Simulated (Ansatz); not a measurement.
Other settings, tried on Nb3H3Se9.

```yaml
crystal:
  periodic: [false, false, false]
  atoms:
    - {symbol: Nb, position_ang: [-1.501798, -0.643074, 0.112818]}
    - {symbol: Nb, position_ang: [0.136470, 1.714043, 0.082162]}
    - {symbol: Nb, position_ang: [1.734254, -1.214821, 0.084021]}
    - {symbol: Se, position_ang: [-3.878206, -1.161116, -0.475028]}
    - {symbol: Se, position_ang: [-0.023586, -2.330833, 1.391661]}
    - {symbol: Se, position_ang: [0.157476, -1.602924, -1.888905]}
    - {symbol: Se, position_ang: [-1.246753, 0.955090, 2.010238]}
    - {symbol: Se, position_ang: [-1.637644, 1.219775, -1.609849]}
    - {symbol: Se, position_ang: [2.285561, 0.892667, 1.265598]}
    - {symbol: Se, position_ang: [1.603964, 0.359945, -1.909993]}
    - {symbol: Se, position_ang: [-0.224623, 4.195837, 0.191276]}
    - {symbol: Se, position_ang: [3.623519, -2.846391, 0.259966]}
    - {symbol: H, position_ang: [-3.847784, -2.199418, 0.608863]}
    - {symbol: H, position_ang: [-1.698954, 4.321338, 0.056954]}
    - {symbol: H, position_ang: [4.490505, -1.700717, -0.155084]}
basis:
  gaussian: {orbitals: def2-mTZVPP, fitting: {mean_field: def2-universal-jkfit}}
magnetization: {spin_polarized: true, initial_magnetization: 0}
hamiltonian: {xc: {name: wB97X}}
scf: {lower_state_search: off}
output: {forces: true}
```

```sh
$ ansatz run in.yaml --threads 2 --pin off --events-out ev --progress --plain --max-ram 32768MiB --backend cuda --devices 0, --max-vram 18GiB
```

It prints (some lines left out):

```
Functional definition: wB97X
3213 factors; integrals over basis functions are off by at most 9.3e-1 eV
3213 factors; integrals over basis functions are off by at most 1.1e-6 eV
mean field evaluation 1: about -592862.2927 eV, gradient 2.7e1 eV
mean field evaluation 2: about -592852.6818 eV, gradient 5.7e1 eV
mean field evaluation 4: about -592866.7518 eV, gradient 5.6e0 eV
mean field evaluation 8: about -592866.9679 eV, gradient 4.8e-1 eV
mean field evaluation 16: about -592866.9710 eV, gradient 7.5e-3 eV
mean field evaluation 32: about -592866.9710 eV, gradient 8.9e-6 eV
mean field -592866.97099661 eV, -21787.4593244590 hartree, gradient 4.2e-6 eV, S^2 0.000000; 0 other end points of the search recorded, 0 dependent functions left out
reference -592866.97093311 eV, -21787.4593221257 hartree; 174, 174 occupied and 264, 264 virtual orbitals, 3213 factors
Total energy: -592866.97093311 eV, -21787.4593221257 hartree
Atom 0 at    -1.501798    -0.643074     0.112818 Å, force    -0.092421     0.482725     0.082939 eV/Å
Atom 1 at     0.136470     1.714043     0.082162 Å, force    -0.472277    -0.171346     0.211133 eV/Å
Atom 2 at     1.734254    -1.214821     0.084021 Å, force    -0.291981    -0.044671     0.381302 eV/Å
Atom 3 at    -3.878206    -1.161116    -0.475028 Å, force     0.101318    -0.399529     0.435216 eV/Å
Atom 4 at    -0.023586    -2.330833     1.391661 Å, force     0.309659     0.017405    -0.179104 eV/Å
Atom 5 at     0.157476    -1.602924    -1.888905 Å, force     0.709531     0.661176    -0.097820 eV/Å
Atom 6 at    -1.246753     0.955090     2.010238 Å, force     0.019797    -0.023417    -0.406833 eV/Å
Atom 7 at    -1.637644     1.219775    -1.609849 Å, force     0.095403    -0.024496     0.241851 eV/Å
Atom 8 at     2.285561     0.892667     1.265598 Å, force     0.040691    -0.199516    -0.142068 eV/Å
Atom 9 at     1.603964     0.359945    -1.909993 Å, force    -0.437534    -0.835225    -0.109259 eV/Å
Atom 10 at    -0.224623     4.195837     0.191276 Å, force    -0.424725     0.118321    -0.029107 eV/Å
Atom 11 at     3.623519    -2.846391     0.259966 Å, force     0.125049     0.623897    -0.209979 eV/Å
Atom 12 at    -3.847784    -2.199418     0.608863 Å, force    -0.036057     0.328590    -0.358178 eV/Å
Atom 13 at    -1.698954     4.321338     0.056954 Å, force     0.566332    -0.116210     0.027896 eV/Å
Atom 14 at     4.490505    -1.700717    -0.155084 Å, force    -0.212785    -0.417704     0.152012 eV/Å
Dipole moment:     0.389275    -0.340977    -0.244102 e Å
Checks for a lower state left out: stability, starts, cluster_reference, orbital_swaps, neighbouring_geometries, increment
```

It took 29 s on 2 threads of AMD EPYC 7R13 on a shared host and a share (18 GiB) of an NVIDIA H100 80GB HBM3, peak host memory 3.6 GiB.

In the def2 sets Nb takes a core potential; there is no spin–orbit coupling.
